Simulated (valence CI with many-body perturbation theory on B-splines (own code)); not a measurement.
Au VIII: key properties

Level of theory: valence CI with perturbative core correlation (CI+MBPT): four valence electrons over a frozen Dirac-Fock core [Xe] 4f14, a basis of 9 s, 9 p, 10 d, 8 f, 5 g, 3 h, 1 i functions for each j, with the one-electron correlation potential Σ1, the two-electron term Σ2, the three-electron term Σ3, Breit, model QED; selected CI, second order for the rest, scaled by the run's own slope (own B-spline code, finite nucleus).

No measured spectrum was set against this ion. As an estimate, terms of the open shell hold to 2 to 4 % of their energy, and close levels can change places; different configurations can be misplaced against each other by 1,000 to 8,000 cm⁻¹. Core correlation moves these levels by up to 16000 cm⁻¹, and in measured spectra 5 to 20 % of such shifts remained as error; rates that hang on mixing are uncertain with them. Only levels of the ground parity were solved; by the run's estimate the other parity begins above the list, which can be wrong where configurations are misplaced.

Levels are named by their leading jj configuration (3d3/2^4 stands for four electrons in 3d with j = 3/2), which in mixed levels can hold well under half, so a name can repeat and another be missing.

Rates and lifetimes use the calculated energies. Strong lines usually hold to 10 to 20 %, long lifetimes can be off by a factor of two.

**Question.** What is the ground level?

**Answer.** (5d3/2^4) J=0, composition 53 % 5d4 5D + 41 % 5d4 3P + 5 % 5d4 1S.

**Question.** What is the ionisation energy?

**Answer.** 113.25 eV; NIST lists 112 ± 2.1 eV (theoretical).

**Question.** How well does LS coupling describe the low levels?

**Answer.** Among the lowest 20 levels the leading LS term, summed over configurations, holds 59 % on average. For single configurations the figures are 59 % in LS and 74 % in jj coupling. Terms mix most in the J = 2 level at 58726 cm⁻¹, where the leading one holds 36 %.

**Question.** Name the longest-lived excited levels whose lifetime is computed, and their main decay.

**Answer.** (5d3/2^3 5d5/2) J=4 at 22459 cm⁻¹ lives 24.8 s, mostly by M1 to (5d3/2^2 5d5/2^2) J=3; (5d3/2^2 5d5/2^2) J=6 at 43534 cm⁻¹ lives 2.68 s, mostly by M1 to (5d3/2^2 5d5/2^2) J=5; (5d3/2^2 5d5/2^2) J=3 at 21100 cm⁻¹ lives 287 ms, mostly by M1 to (5d3/2^2 5d5/2^2) J=2.
